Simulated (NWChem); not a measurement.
System: ZrF4; SMILES [F][Zr]([F])([F])[F]

The following NWChem deck was run.

```
start job
memory heap 200 mb stack 900 mb global 1100 mb
geometry units angstroms noautoz
  Zr    -0.000012    -0.000004     0.000007
  F      1.527063     0.286889     1.085322
  F     -1.513417    -0.291381     1.103113
  F      0.282230    -1.518072    -1.099074
  F     -0.295984     1.522514    -1.089270
end
basis spherical
  * library def2-svp
end
ecp
  Zr library def2-ecp
end
dft
  xc b3lyp
  grid xcoarse
  iterations 150
  mulliken
end
task dft gradient
```

Output (shortened):

```
             Northwest Computational Chemistry Package (NWChem) 7.3.0
             --------------------------------------------------------

 C1  symmetry detected

                             Geometry "geometry" -> ""
                             -------------------------

 Output coordinates in angstroms (scale by  1.889725989 to convert to a.u.)

  No.       Tag          Charge          X              Y              Z
 ---- ---------------- ---------- -------------- -------------- --------------
    1 Zr                  40.0000     0.00000526     0.00000390    -0.00000892
    2 F                    9.0000     1.76455179     0.16203990     0.67251927
    3 F                    9.0000    -1.20528387    -0.24775422     1.44152920
    4 F                    9.0000    -0.09677614    -1.48987612    -1.16751092
    5 F                    9.0000    -0.46251514     1.57557311    -0.94649791

 Effective nuclear repulsion energy (a.u.)     485.1499303327

                                 NWChem DFT Module
                                 -----------------

 Summary of "ao basis" -> "ao basis" (spherical)
 ------------------------------------------------------------------------------
       Tag                 Description            Shells   Functions and Types
 ---------------- ------------------------------  ------  ---------------------
 Zr                         def2-svp                11       31   5s3p2d1f
 F                          def2-svp                 6       14   3s2p1d

            General Information
            -------------------
          SCF calculation type: DFT
          Wavefunction type:  closed shell.
          No. of atoms     :     5
          No. of electrons :    48
           Alpha electrons :    24
            Beta electrons :    24
          Charge           :     0
          Spin multiplicity:     1
          Use of symmetry is: off; symmetry adaption is: off
          Maximum number of iterations: 150
          AO basis - number of functions:    87
                     number of shells:    35
          Convergence on energy requested:  1.00D-06
          Convergence on density requested:  1.00D-05
          Convergence on gradient requested:  5.00D-04

              XC Information
              --------------
                         B3LYP Method XC Potential
                     Hartree-Fock (Exact) Exchange  0.200
                        Slater Exchange Functional  0.800 local
                    Becke 1988 Exchange Functional  0.720 non-local
              Lee-Yang-Parr Correlation Functional  0.810
                  VWN I RPA Correlation Functional  0.190 local

             Grid Information
             ----------------
          Grid used for XC integration:  xcoarse
          Radial quadrature: Mura-Knowles
          Angular quadrature: Lebedev.
          Tag              B.-S. Rad. Rad. Pts. Rad. Cut. Ang. Pts.
          ---              ---------- --------- --------- ---------
          Zr                  1.55       84           8.0       194
          F                   0.50       21           7.0       194
          Grid pruning is: on
          Number of quadrature shells:   168
          Spatial weights used:  Erf1

      Superposition of Atomic Density Guess
      -------------------------------------

 Sum of atomic energies:        -450.66953014

      Non-variational initial energy
      ------------------------------

 Total energy =    -443.258847
 1-e energy   =   -1038.595145
 2-e energy   =     391.624829
 HOMO         =      -0.657008
 LUMO         =      -0.058948

     ---------------------------------------------
      Total Density - Mulliken Population Analysis
     ---------------------------------------------

    Atom       Charge   Shell Charges
 -----------   ------   -------------------------------------------------------
    1 Zr  12     9.20  -0.47  1.58  0.92  0.13  0.01  5.86  0.26  0.04  0.62  0.14  0.12
    2 F    9     9.70   1.99  1.16  0.79  3.59  2.16  0.00
    3 F    9     9.70   1.99  1.16  0.79  3.59  2.16  0.00
    4 F    9     9.70   1.99  1.16  0.79  3.59  2.16  0.00
    5 F    9     9.70   1.99  1.16  0.79  3.59  2.16  0.00

   convergence    iter        energy       DeltaE   RMS-Dens  Diis-err
 ---------------- ----- ----------------- --------- --------- ---------
 d= 0,ls=0.0,diis     1   -446.1582379950 -6.50D+02  3.79D-02  2.44D+00
 d= 0,ls=0.0,diis     2   -444.1016105547  2.06D+00  2.50D-02  2.67D+01
 d= 0,ls=0.0,diis     3   -446.4644976803 -2.36D+00  1.16D-03  8.54D-02
 d= 0,ls=0.0,diis     4   -446.4708468449 -6.35D-03  6.43D-04  3.72D-03
 d= 0,ls=0.0,diis     5   -446.4713601290 -5.13D-04  3.76D-05  4.88D-05
  Resetting Diis
 d= 0,ls=0.0,diis     6   -446.4713636964 -3.57D-06  6.00D-06  7.60D-07
 d= 0,ls=0.0,diis     7   -446.4713637670 -7.06D-08  1.95D-06  1.73D-08

         Total DFT energy =     -446.471363767023
      One electron energy =    -1042.668612326274
           Coulomb energy =      440.380775007996
    Exchange-Corr. energy =      -47.894995690986
 Nuclear repulsion energy =      203.711469242240

 Numeric. integr. density =       48.003484072627

                       DFT Final Molecular Orbital Analysis
                       ------------------------------------

 Vector   22  Occ=2.000000D+00  E=-4.288743D-01
              MO Center=  4.4D-01, -1.1D-01, -3.3D-01, r^2= 3.6D+00
   Bfn.  Coefficient  Atom+Function         Bfn.  Coefficient  Atom+Function
  ----- ------------  ---------------      ----- ------------  ---------------
    36      0.376385  2 F  py                63      0.358481  4 F  px
    39     -0.266434  2 F  py                66     -0.253707  4 F  px
    77     -0.212960  5 F  px                79     -0.177556  5 F  pz
    78     -0.167832  5 F  py                80      0.150686  5 F  px
    65      0.126689  4 F  pz                82      0.125586  5 F  pz

 Vector   23  Occ=2.000000D+00  E=-4.288687D-01
              MO Center=  1.2D-01,  9.9D-02,  4.6D-01, r^2= 3.7D+00
   Bfn.  Coefficient  Atom+Function         Bfn.  Coefficient  Atom+Function
  ----- ------------  ---------------      ----- ------------  ---------------
    37      0.358859  2 F  pz                49     -0.300595  3 F  px
    77      0.268806  5 F  px                51     -0.255367  3 F  pz
    40     -0.254015  2 F  pz                52      0.212650  3 F  px
    80     -0.190217  5 F  px                54      0.180785  3 F  pz
    63      0.155181  4 F  px                36     -0.134633  2 F  py

 Vector   24  Occ=2.000000D+00  E=-4.288580D-01
              MO Center= -5.9D-01,  1.3D-02, -1.2D-01, r^2= 3.6D+00
   Bfn.  Coefficient  Atom+Function         Bfn.  Coefficient  Atom+Function
  ----- ------------  ---------------      ----- ------------  ---------------
    50      0.394295  3 F  py                79     -0.306066  5 F  pz
    53     -0.279038  3 F  py                65      0.269910  4 F  pz
    82      0.216662  5 F  pz                64     -0.204757  4 F  py
    77      0.200348  5 F  px                68     -0.191081  4 F  pz
    67      0.144907  4 F  py                80     -0.141765  5 F  px

 Vector   25  Occ=0.000000D+00  E=-5.315034D-02
              MO Center= -1.3D-04,  5.0D-05,  2.5D-05, r^2= 1.7D+00
   Bfn.  Coefficient  Atom+Function         Bfn.  Coefficient  Atom+Function
  ----- ------------  ---------------      ----- ------------  ---------------
    15      0.844841  1 Zr d -2              16     -0.233333  1 Zr d -1
    17      0.221669  1 Zr d  0              18     -0.207576  1 Zr d  1
    19     -0.206949  1 Zr d  2              63     -0.167831  4 F  px
    50     -0.157058  3 F  py                36      0.153873  2 F  py
    77      0.147367  5 F  px                66      0.135675  4 F  px

 Vector   26  Occ=0.000000D+00  E=-5.314386D-02
              MO Center= -1.9D-05, -2.9D-05, -5.0D-06, r^2= 1.7D+00
   Bfn.  Coefficient  Atom+Function         Bfn.  Coefficient  Atom+Function
  ----- ------------  ---------------      ----- ------------  ---------------
    17      0.826396  1 Zr d  0              18     -0.361516  1 Zr d  1
    15     -0.275057  1 Zr d -2              37      0.146347  2 F  pz
    65     -0.132370  4 F  pz                79     -0.121239  5 F  pz
    19      0.118039  1 Zr d  2              40     -0.118304  2 F  pz
    49      0.116797  3 F  px                51      0.107248  3 F  pz

 Vector   27  Occ=0.000000D+00  E=-3.646173D-02
              MO Center=  5.0D-04,  2.1D-04, -1.7D-04, r^2= 8.1D+00
   Bfn.  Coefficient  Atom+Function         Bfn.  Coefficient  Atom+Function
  ----- ------------  ---------------      ----- ------------  ---------------
     5      1.131060  1 Zr s                  2     -0.222135  1 Zr s
     3     -0.204066  1 Zr s                 34     -0.176554  2 F  s
    48     -0.176572  3 F  s                 62     -0.176590  4 F  s
    76     -0.176527  5 F  s                  1     -0.110230  1 Zr s
     4      0.095529  1 Zr s                 33     -0.092494  2 F  s

     ---------------------------------------------
      Total Density - Mulliken Population Analysis
     ---------------------------------------------

[...]

                         DFT ENERGY GRADIENTS

    atom               coordinates                        gradient
                 x          y          z           x          y          z
   1 Zr      0.000010   0.000007  -0.000017    0.000065  -0.000104   0.000048
   2 F       3.334519   0.306211   1.270877   -0.006606  -0.000461  -0.002472
   3 F      -2.277656  -0.468188   2.724095    0.004546   0.000905  -0.005455
   4 F      -0.182880  -2.815458  -2.206276    0.000380   0.005536   0.004353
   5 F      -0.874027   2.977401  -1.788622    0.001615  -0.005876   0.003527
```

Level: B3LYP/def2-SVP with def2 effective core potentials on Zr. Coordinates come from a PBE0/def2-SVP optimisation. def2 effective core potentials on Zr; no spin-orbit coupling.
